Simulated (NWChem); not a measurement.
The numbers come from NWChem runs, not from measurements. System: vinylidene fluoride (C2H2F2), charge 0, spin multiplicity 1, at a geometry optimised with PBE0/def2-SVP. Level: RHF/def2-TZVP.

Input file:

```
start mol
memory heap 200 mb stack 900 mb global 1100 mb
geometry units angstroms nocenter noautoz
  C      0.000000     0.000000     1.382038
  C      0.000000     0.000000     0.058259
  F      1.073387     0.000000    -0.693462
  F     -1.073387     0.000000    -0.693462
  H     -0.945770     0.000000     1.920268
  H      0.945770     0.000000     1.920268
  symmetry group C2v
end
basis spherical
  * library def2-tzvp
end
scf
  rhf
  nopen 0
  maxiter 100
  thresh 1e-7
  semidirect memsize 60000000 filesize 0
end
task scf energy
```

Output (cleaned and shortened):

```
             Northwest Computational Chemistry Package (NWChem) 7.3.0
             --------------------------------------------------------

                                NWChem Input Module
                                -------------------

 Scaling coordinates for geometry "geometry" by  1.889725989
 (inverse scale =  0.529177249)

 Turning off AUTOSYM since
 SYMMETRY directive was detected!

                             Geometry "geometry" -> ""
                             -------------------------

 Output coordinates in angstroms (scale by  1.889725989 to convert to a.u.)

  No.       Tag          Charge          X              Y              Z
 ---- ---------------- ---------- -------------- -------------- --------------
    1 C                    6.0000     0.00000000     0.00000000     1.38203800
    2 C                    6.0000     0.00000000     0.00000000     0.05825900
    3 F                    9.0000     1.07338700     0.00000000    -0.69346200
    4 F                    9.0000    -1.07338700     0.00000000    -0.69346200
    5 H                    1.0000    -0.94577000     0.00000000     1.92026800
    6 H                    1.0000     0.94577000     0.00000000     1.92026800

 Effective nuclear repulsion energy (a.u.)     118.1080975787

            Nuclear Dipole moment (a.u.)
            ----------------------------
        X                 Y               Z
 ---------------- ---------------- ----------------
     0.0000000000     0.0000000000     0.0000037795

      Symmetry information
      --------------------

 Group name             C2v
 Group number             16
 Group order               4
 No. of unique centers     4

      Symmetry unique atoms

     1    2    3    5


 Summary of "ao basis" -> "" (spherical)
 ------------------------------------------------------------------------------
       Tag                 Description            Shells   Functions and Types
 ---------------- ------------------------------  ------  ---------------------
 *                         def2-tzvp                  on all atoms

 Summary of "ao basis" -> "ao basis" (spherical)
 ------------------------------------------------------------------------------
       Tag                 Description            Shells   Functions and Types
 ---------------- ------------------------------  ------  ---------------------
 C                         def2-tzvp                11       31   5s3p2d1f
 F                         def2-tzvp                11       31   5s3p2d1f
 H                         def2-tzvp                 4        6   3s1p

                                 NWChem SCF Module
                                 -----------------

  ao basis        = "ao basis"
  functions       =   136
  atoms           =     6
  closed shells   =    16
  open shells     =     0
  charge          =   0.00
  wavefunction    = RHF
  use symmetry    = T
  symmetry adapt  = T

 Summary of "ao basis" -> "ao basis" (spherical)
 ------------------------------------------------------------------------------
       Tag                 Description            Shells   Functions and Types
 ---------------- ------------------------------  ------  ---------------------
 C                         def2-tzvp                11       31   5s3p2d1f
 F                         def2-tzvp                11       31   5s3p2d1f
 H                         def2-tzvp                 4        6   3s1p

      Symmetry analysis of basis
      --------------------------
[...]
      Two-electron energy =    221.985436693955
 Nuclear repulsion energy =    118.108097578679

        Time for solution =      3.0s

       Symmetry analysis of molecular orbitals - final
       -----------------------------------------------

  Numbering of irreducible representations:

     1 a1          2 a2          3 b1          4 b2

  Orbital symmetries:

     1 b1          2 a1          3 a1          4 a1          5 a1
     6 b1          7 a1          8 a1          9 b1         10 b2
    11 a1         12 a2         13 b1         14 a1         15 b1
    16 b2         17 b2         18 a1         19 b1         20 a1
    21 a1         22 b1         23 b2         24 a1         25 a1
    26 b2

             Final eigenvalues
             -----------------

              1
    1  -26.3469
    2  -26.3468
    3  -11.4273
    4  -11.2435
    5   -1.7106
    6   -1.6435
    7   -1.0684
    8   -0.8903
    9   -0.8089
   10   -0.7684
   11   -0.7536
   12   -0.6933
   13   -0.6712
   14   -0.6359
   15   -0.5941
   16   -0.3902
   17    0.1652
   18    0.1716
   19    0.2003
   20    0.2189
   21    0.2774
   22    0.2813
   23    0.3246
   24    0.3533
   25    0.4215
   26    0.4229

                       ROHF Final Molecular Orbital Analysis
                       -------------------------------------

 Vector   14  Occ=2.000000D+00  E=-6.358960D-01  Symmetry=a1
              MO Center=  3.4D-15,  6.1D-16,  5.7D-01, r^2= 2.3D+00
   Bfn.  Coefficient  Atom+Function         Bfn.  Coefficient  Atom+Function
  ----- ------------  ---------------      ----- ------------  ---------------
     8      0.268513  1 C  pz                70      0.222447  3 F  pz
   101      0.222447  4 F  pz                39     -0.216632  2 C  pz
    73      0.196497  3 F  pz               104      0.196497  4 F  pz
    11      0.183809  1 C  pz                42     -0.152722  2 C  pz

 Vector   15  Occ=2.000000D+00  E=-5.941118D-01  Symmetry=b1
              MO Center= -7.5D-16,  1.9D-16,  1.4D+00, r^2= 1.7D+00
   Bfn.  Coefficient  Atom+Function         Bfn.  Coefficient  Atom+Function
  ----- ------------  ---------------      ----- ------------  ---------------
     6      0.304780  1 C  px                 9      0.249790  1 C  px
   126     -0.215541  5 H  s                132      0.215541  6 H  s

 Vector   16  Occ=2.000000D+00  E=-3.901591D-01  Symmetry=b2
              MO Center=  7.5D-16,  1.9D-15,  7.4D-01, r^2= 1.7D+00
   Bfn.  Coefficient  Atom+Function         Bfn.  Coefficient  Atom+Function
  ----- ------------  ---------------      ----- ------------  ---------------
     7      0.292313  1 C  py                10      0.288645  1 C  py
    41      0.260574  2 C  py                38      0.253002  2 C  py
    13      0.206662  1 C  py

 Vector   17  Occ=0.000000D+00  E= 1.651978D-01  Symmetry=b2
              MO Center=  1.5D-16,  5.6D-15,  8.6D-01, r^2= 2.9D+00
   Bfn.  Coefficient  Atom+Function         Bfn.  Coefficient  Atom+Function
  ----- ------------  ---------------      ----- ------------  ---------------
    13      0.958170  1 C  py                44     -0.800874  2 C  py
    41     -0.391412  2 C  py                38     -0.336598  2 C  py
    75      0.221516  3 F  py               106      0.221516  4 F  py
     7      0.199760  1 C  py

 Vector   18  Occ=0.000000D+00  E= 1.716323D-01  Symmetry=a1
              MO Center= -1.4D-15,  1.5D-16,  1.7D+00, r^2= 5.9D+00
   Bfn.  Coefficient  Atom+Function         Bfn.  Coefficient  Atom+Function
  ----- ------------  ---------------      ----- ------------  ---------------
     5      2.868354  1 C  s                127     -1.876882  5 H  s
   133     -1.876882  6 H  s                 36     -1.519808  2 C  s
     4      1.072804  1 C  s                 35     -1.027568  2 C  s
    11     -0.638776  1 C  pz                67      0.593050  3 F  s
    98      0.593050  4 F  s                 42     -0.501530  2 C  pz

 Vector   19  Occ=0.000000D+00  E= 2.003202D-01  Symmetry=b1
              MO Center= -4.3D-15, -4.5D-17,  2.3D+00, r^2= 5.2D+00
   Bfn.  Coefficient  Atom+Function         Bfn.  Coefficient  Atom+Function
  ----- ------------  ---------------      ----- ------------  ---------------
   127      3.301824  5 H  s                133     -3.301824  6 H  s
    12      2.952282  1 C  px                43     -0.986542  2 C  px
   126     -0.403525  5 H  s                132      0.403525  6 H  s
    67      0.319841  3 F  s                 98     -0.319841  4 F  s
     6      0.194584  1 C  px                 9     -0.190124  1 C  px

 center of mass
 --------------
 x =   0.00000000 y =   0.00000000 z =  -0.15336822

 moments of inertia (a.u.)
 ------------------
         172.283399443286           0.000000000000           0.000000000000
           0.000000000000         335.057296963973           0.000000000000
           0.000000000000           0.000000000000         162.773897520687

  Mulliken analysis of the total density
  --------------------------------------

    Atom       Charge   Shell Charges
 -----------   ------   -------------------------------------------------------
    1 C    6     6.33   0.85  1.12  0.49  0.58  0.14  1.26  1.33  0.49  0.02  0.03  0.01
    2 C    6     5.52   0.85  1.12  0.52  0.48  0.00  1.13  1.03  0.10  0.06  0.19  0.03
    3 F    9     9.23   0.77  1.20  0.60  1.01  0.34  2.24  2.27  0.78  0.00  0.02  0.00
    4 F    9     9.23   0.77  1.20  0.60  1.01  0.34  2.24  2.27  0.78  0.00  0.02  0.00
    5 H    1     0.84   0.26  0.48  0.08  0.02
    6 H    1     0.84   0.26  0.48  0.08  0.02

       Multipole analysis of the density wrt the origin
       ------------------------------------------------

     L   x y z        total         open         nuclear
     -   - - -        -----         ----         -------
     0   0 0 0     -0.000000      0.000000     32.000000

     1   1 0 0     -0.000000      0.000000      0.000000
     1   0 1 0     -0.000000      0.000000      0.000000
     1   0 0 1      0.531364      0.000000      0.000004

     2   2 0 0    -16.584301      0.000000     80.448349
     2   1 1 0      0.000000      0.000000      0.000000
     2   1 0 1     -0.000000      0.000000      0.000000
     2   0 2 0    -16.850475      0.000000      0.000000
     2   0 1 1     -0.000000      0.000000      0.000000
     2   0 0 2    -15.190946      0.000000     98.245011

 Task  times  cpu:        5.2s     wall:        5.2s

 Total times  cpu:        5.3s     wall:        5.3s
```
